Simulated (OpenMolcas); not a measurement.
## Kr III: effect of the active space

```yaml
Program: OpenMolcas 26.06
Method: CASSCF or its RAS form
Basis: ANO-R2
Scalar_Hamiltonian: X2C, finite nucleus
Spin-orbit_coupling: RASSI with atomic mean-field integrals over the reference wave functions, term energies averaged over their components
```

A. 4 electrons in 3 orbitals (4p); 2S+1 = 3 even, 3 roots; 2S+1 = 1 even, 6 roots; cost roughly 4 core-seconds
B. 6 electrons in 4 orbitals (4s 4p); 2S+1 = 3 even, 3 roots; 2S+1 = 1 even, 6 roots; 2S+1 = 3 odd, 3 roots; 2S+1 = 1 odd, 3 roots; cost about 15 core-seconds
C. 6 electrons in 8 orbitals (4s 4p 5s 5p); 2S+1 = 3 even, 3 roots; 2S+1 = 1 even, 6 roots; 2S+1 = 3 odd, 3 roots; 2S+1 = 1 odd, 3 roots; cost about 40 core-seconds
D. 6 electrons in 9 orbitals (RAS2 4s 4p; RAS3 4d, at most 2 electrons); 2S+1 = 3 even, 3 roots; 2S+1 = 1 even, 7 roots; 2S+1 = 3 odd, 3 roots; 2S+1 = 1 odd, 3 roots; cost of the order of 40 core-seconds

Energies in cm-1 above 4s2 4p4 3P2, the measured ground level; measured values from Saloman, J. Phys. Chem. Ref. Data 36, 215 (2007).

| Level | A | B | C | D | Measured |
| --- | --- | --- | --- | --- | --- |
| 4s2 4p4 3P2 | 0.0 | 0.0 | 0.0 | 0.0 | 0.0 |
| 4s2 4p4 3P1 | 4069 | 4069 | 4016 | 3986 | 4548 |
| 4s2 4p4 3P0 | 5086 | 4877 | 4768 | 4891 | 5313 |
| 4s2 4p4 1D2 | 17055 | 17054 | 16904 | 16447 | 14644 |
| 4s2 4p4 1S0 | 38987 | 31551 | 31107 | 34238 | 33080 |

Deviations, from unrounded energies. A percentage is the sum of absolute deviations over the sum of measured energies, with the sign that they share, or ± where signs differ.

```csv
Against measurement,Levels,A,B,C,D
mean absolute deviation (cm-1),4,2300,1200,1300,990
fine structure of the ground term (%),2,-7.2,-9.3,-10.9,-10.0
other terms of the ground configuration (%),2,+17.4,±8.3,±8.9,+6.2
```

D lies closest to measurement on these levels and A furthest from it. The largest miss of D in the table is 4s2 4p4 1D2, by +1800 cm-1. The ranking rests on the paired levels alone, and a cruder setting can come out closer through cancelling errors.

Among A to D the level of the table that moves most is 4s2 4p4 1S0, by 7900 cm-1 (lowest in C, highest in A).

With the s shell closed, the reference lacks s² → p² mixing (holds for A). Active for correlation alone: 5p 5s; no level in the range computed is led by a configuration that fills them, so any true level of that kind is missing (holds for C). Active for correlation alone: 4d; no level in the range computed is led by a configuration that fills it, so any true level of that kind is missing (holds for D). Measured partners are found by configuration, term and J. A level has none where our copy of the source lacks it or the pairing is in doubt (some pairs that miss far off the trend of their configuration count as doubtful), and it then counts in no deviation. Levels of configurations outside the active space are missing. Levels that lie high or do not pair safely by name in every column are left out.
